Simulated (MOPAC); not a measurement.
MOPAC input (PM6):

```
PM6 1SCF CHARGE=-1 GEO-OK AUX(PRECISION=9) THREADS=1
C5H9O

C     2.59631236 1    0.62596370 1   -0.25360935 1
C     1.31592218 1   -0.04889363 1    0.23481991 1
C     0.03883974 1    0.55295131 1   -0.34619327 1
C    -1.20696771 1   -0.28533131 1    0.02168604 1
O    -1.15577481 1   -1.50751758 1   -0.31884685 1
C    -2.22641624 1    0.37580949 1    0.67528986 1
H     2.60869363 1    1.69073342 1    0.00238013 1
H     2.68265443 1    0.55416888 1   -1.34244021 1
H     3.49294779 1    0.17067522 1    0.18131672 1
H     1.31941784 1   -1.11028341 1   -0.02393423 1
H     1.26565152 1    0.00573415 1    1.32848146 1
H     0.12396770 1    0.55548372 1   -1.44166776 1
H    -0.07067303 1    1.59374512 1   -0.02062665 1
H    -2.15324412 1    1.43019421 1    0.91384166 1
H    -3.12935932 1   -0.15330794 1    0.96146451 1
```

Output:

```
 *******************************************************************************
 **                                                                           **
 **                              MOPAC v23.2.5                                **
 **                                                                           **
 *******************************************************************************
 ** MOPAC's Digital Object Identifier: https://doi.org/10.5281/zenodo.6511958 **
 **                                                                           **
 ** Please cite the open-source release paper for use of this MOPAC version:  **
 ** J. E. Moussa and J. J. P. Stewart (2026)                                  **
 ** MOPAC: An open-source semiempirical molecular orbital program             **
 ** J. Open Source Softw., 11(119), 8025, https://doi.org/10.21105/joss.08025 **
 *******************************************************************************

                              PM6 CALCULATION RESULTS

 *******************************************************************************
 *  PM6        - The PM6 Hamiltonian to be used
 *  GEO-OK     - OVERRIDE INTERATOMIC DISTANCE AND OTHER SAFETY CHECKS
 *
 *
 *
 *                 CHARGE ON SYSTEM = -1
 *
 *
 *
 *  1SCF       - DO 1 SCF AND THEN STOP
 *  AUX        - OUTPUT AUXILIARY INFORMATION
 *******************************************************************************
PM6 1SCF CHARGE=-1 GEO-OK AUX(PRECISION=9) THREADS=1
 C5H9O

   ATOM   CHEMICAL          X               Y               Z
  NUMBER   SYMBOL      (ANGSTROMS)     (ANGSTROMS)     (ANGSTROMS)

     1       C          2.59631236  *   0.62596370  *  -0.25360935  *
     2       C          1.31592218  *  -0.04889363  *   0.23481991  *
     3       C          0.03883974  *   0.55295131  *  -0.34619327  *
     4       C         -1.20696771  *  -0.28533131  *   0.02168604  *
     5       O         -1.15577481  *  -1.50751758  *  -0.31884685  *
     6       C         -2.22641624  *   0.37580949  *   0.67528986  *
     7       H          2.60869363  *   1.69073342  *   0.00238013  *
     8       H          2.68265443  *   0.55416888  *  -1.34244021  *
     9       H          3.49294779  *   0.17067522  *   0.18131672  *
    10       H          1.31941784  *  -1.11028341  *  -0.02393423  *
    11       H          1.26565152  *   0.00573415  *   1.32848146  *
    12       H          0.12396770  *   0.55548372  *  -1.44166776  *
    13       H         -0.07067303  *   1.59374512  *  -0.02062665  *
    14       H         -2.15324412  *   1.43019421  *   0.91384166  *
    15       H         -3.12935932  *  -0.15330794  *   0.96146451  *

          CARTESIAN COORDINATES

    NO.       ATOM           X           Y           Z

     1         C          2.5963      0.6260     -0.2536
     2         C          1.3159     -0.0489      0.2348
     3         C          0.0388      0.5530     -0.3462
     4         C         -1.2070     -0.2853      0.0217
     5         O         -1.1558     -1.5075     -0.3188
     6         C         -2.2264      0.3758      0.6753
     7         H          2.6087      1.6907      0.0024
     8         H          2.6827      0.5542     -1.3424
     9         H          3.4929      0.1707      0.1813
    10         H          1.3194     -1.1103     -0.0239
    11         H          1.2657      0.0057      1.3285
    12         H          0.1240      0.5555     -1.4417
    13         H         -0.0707      1.5937     -0.0206
    14         H         -2.1532      1.4302      0.9138
    15         H         -3.1294     -0.1533      0.9615

 General Reference for PM6:
 "Optimization of Parameters for Semiempirical Methods V: Modification of NDDO Approximations
 and Application to 70 Elements", J. J. P. Stewart, J. Mol. Mod., 13, 1173-1213 (2007)
 URL: https://link.springer.com/article/10.1007/s00894-007-0233-4

           Empirical Formula: C5 H9 O  =    15 atoms

      MOLECULAR POINT GROUP   :   C1

      RHF CALCULATION, NO. OF DOUBLY OCCUPIED LEVELS = 18

 -------------------------------------------------------------------------------
 PM6 1SCF CHARGE=-1 GEO-OK AUX(PRECISION=9) THREADS=1
 C5H9O

     1SCF WAS SPECIFIED, SO BFGS WAS NOT USED
     SCF FIELD WAS ACHIEVED

                              PM6 CALCULATION
                                                       MOPAC v23.2.5 Linux

          FINAL HEAT OF FORMATION =        -69.51230 KCAL/MOL =    -290.83945 KJ/MOL

          COSMO AREA              =        137.82 SQUARE ANGSTROMS
          COSMO VOLUME            =        125.93 CUBIC ANGSTROMS

          IONIZATION POTENTIAL    =          2.781682 EV
          HOMO LUMO ENERGIES (EV) =         -2.782  7.555
          NO. OF FILLED LEVELS    =         18
          MOLECULAR WEIGHT        =         85.1255         POINT GROUP:  C1

          MOLECULAR DIMENSIONS (Angstroms)

            Atom       Atom       Distance
            H    15    H     9     6.67597
            H    14    O     5     3.18789
            H    11    H    12     2.90943

          SCF CALCULATIONS        =          1

   ATOM   CHEMICAL          X               Y               Z
  NUMBER   SYMBOL      (ANGSTROMS)     (ANGSTROMS)     (ANGSTROMS)

     1       C          2.59631236  *   0.62596370  *  -0.25360935  *
     2       C          1.31592218  *  -0.04889363  *   0.23481991  *
     3       C          0.03883974  *   0.55295131  *  -0.34619327  *
     4       C         -1.20696771  *  -0.28533131  *   0.02168604  *
     5       O         -1.15577481  *  -1.50751758  *  -0.31884685  *
     6       C         -2.22641624  *   0.37580949  *   0.67528986  *
     7       H          2.60869363  *   1.69073342  *   0.00238013  *
     8       H          2.68265443  *   0.55416888  *  -1.34244021  *
     9       H          3.49294779  *   0.17067522  *   0.18131672  *
    10       H          1.31941784  *  -1.11028341  *  -0.02393423  *
    11       H          1.26565152  *   0.00573415  *   1.32848146  *
    12       H          0.12396770  *   0.55548372  *  -1.44166776  *
    13       H         -0.07067303  *   1.59374512  *  -0.02062665  *
    14       H         -2.15324412  *   1.43019421  *   0.91384166  *
    15       H         -3.12935932  *  -0.15330794  *   0.96146451  *

                             CARTESIAN COORDINATES

   1    C        2.596312360     0.625963700    -0.253609350
   2    C        1.315922180    -0.048893630     0.234819910
   3    C        0.038839740     0.552951310    -0.346193270
   4    C       -1.206967710    -0.285331310     0.021686040
   5    O       -1.155774810    -1.507517580    -0.318846850
   6    C       -2.226416240     0.375809490     0.675289860
   7    H        2.608693630     1.690733420     0.002380130
   8    H        2.682654430     0.554168880    -1.342440210
   9    H        3.492947790     0.170675220     0.181316720
  10    H        1.319417840    -1.110283410    -0.023934230
  11    H        1.265651520     0.005734150     1.328481460
  12    H        0.123967700     0.555483720    -1.441667760
  13    H       -0.070673030     1.593745120    -0.020626650
  14    H       -2.153244120     1.430194210     0.913841660
  15    H       -3.129359320    -0.153307940     0.961464510

           Empirical Formula: C5 H9 O  =    15 atoms

      MOLECULAR POINT GROUP   :   C1

                  EIGENVALUES
 -24.48893 -23.13803 -20.53892 -18.56456 -16.31210 -12.97888 -11.99974 -10.96566
 -10.15166  -9.71634  -9.08330  -8.30916  -8.13353  -7.30924  -6.91350  -6.82729
  -3.97997  -2.78168   7.55492   8.03456   8.64981   8.95784   9.17717   9.44607
   9.93336   9.99441  10.40672  10.74342  10.83016  11.21265  11.65509  12.33413
  12.89827

              NET ATOMIC CHARGES AND DIPOLE CONTRIBUTIONS

  ATOM NO.   TYPE          CHARGE      No. of ELECS.   s-Pop       p-Pop
    1          C          -0.471387        4.4714     1.08379     3.38760
    2          C          -0.187217        4.1872     1.07130     3.11592
    3          C          -0.433422        4.4334     1.10904     3.32438
    4          C           0.607563        3.3924     1.05981     2.33263
    5          O          -0.809511        6.8095     1.86911     4.94040
    6          C          -0.898290        4.8983     1.10394     3.79435
    7          H           0.130055        0.8699     0.86995
    8          H           0.134935        0.8651     0.86507
    9          H           0.121582        0.8784     0.87842
   10          H           0.143987        0.8560     0.85601
   11          H           0.112807        0.8872     0.88719
   12          H           0.131176        0.8688     0.86882
   13          H           0.124466        0.8755     0.87553
   14          H           0.137877        0.8621     0.86212
   15          H           0.155379        0.8446     0.84462
 DIPOLE           X         Y         Z       TOTAL
 POINT-CHG.     6.373     3.504    -0.215     7.276
 HYBRID         0.475     0.194    -0.198     0.550
 SUM            6.847     3.698    -0.414     7.793

          ATOMIC ORBITAL ELECTRON POPULATIONS

     Atom    s        px        py        pz
    1  C   1.08379   1.09717   1.13965   1.15079
    2  C   1.07130   0.93282   1.09403   1.08907
    3  C   1.10904   1.07494   1.12056   1.12888
    4  C   1.05981   0.80701   0.77743   0.74818
    5  O   1.86911   1.87448   1.35246   1.71346
    6  C   1.10394   1.19122   1.14229   1.46085
    7  H   0.86995
    8  H   0.86507
    9  H   0.87842
   10  H   0.85601
   11  H   0.88719
   12  H   0.86882
   13  H   0.87553
   14  H   0.86212
   15  H   0.84462

 **********************
 *                    *
 * JOB ENDED NORMALLY *
 *                    *
 **********************

 == MOPAC DONE ==
```

The dipole moment of an ion depends on the origin.

The geometry given is a B3LYP-D3(BJ)/def2-TZVP minimum.
